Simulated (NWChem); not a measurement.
Si4H8O; SMILES O1[SiH2][SiH2][SiH2][SiH2]1

```xyz
13

O      0.0000     0.0000    -1.6304
Si     1.5305     0.1454    -0.9647
Si     1.1635    -0.1940     1.3498
Si    -1.1635     0.1940     1.3498
Si    -1.5305    -0.1454    -0.9647
H      2.4329    -0.8679    -1.5869
H      2.0748     1.5082    -1.2491
H      1.9399     0.7275     2.2347
H      1.4538    -1.6121     1.7317
H     -1.4538     1.6121     1.7317
H     -1.9399    -0.7275     2.2347
H     -2.0748    -1.5082    -1.2491
H     -2.4329     0.8679    -1.5869
```
Atoms are numbered in this order, from 1.

Computed with NWChem. Structure relaxed at the PBE0/def2-SVP level.

For level PBE0/def2-TZVP:

| Property | Value |
|---|---|
| highest occupied level (eV) | -7.48 |
| orbital gap (eV) | 6.67 |

**Question.** How do the values read with level BLYP/def2-TZVP instead?

**Answer.** 
- highest occupied level (eV) = -6.26
- orbital gap (eV) = 4.83
